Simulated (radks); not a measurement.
Q: Spherical quantum dot in the effective-mass picture: electrons in a parabolic well V = omega^2 r^2 / 2 with omega = 0.915, with a point charge +1 (a donor) at the centre, all in effective atomic units (hartree* = m*/eps^2 hartree, bohr* = eps/m* bohr), one dielectric constant everywhere. Calculated with a radial shooting solver with Libxc functionals: non-relativistic Kohn-Sham, LDA (Slater exchange, Perdew-Wang correlation), spin-polarised, spherical densities. Levels are named by radial order and angular momentum (1s, 1p, 1d, 2s, ...), and open shells are averaged over m. Results are scaled to m* = 0.202 and eps = 7.7, for which hartree* = 92.71 meV and bohr* = 2.017 nm. At N = 27 the configuration is 1s2 1p6 1d10 2s2 1f(up 7, down 0). Does electron 28 go into 1f down or 2p up or 2p down?

A: Into 1f down. The total energies of the other choices lie higher by 3.35 meV (2p up), 7.29 meV (2p down).
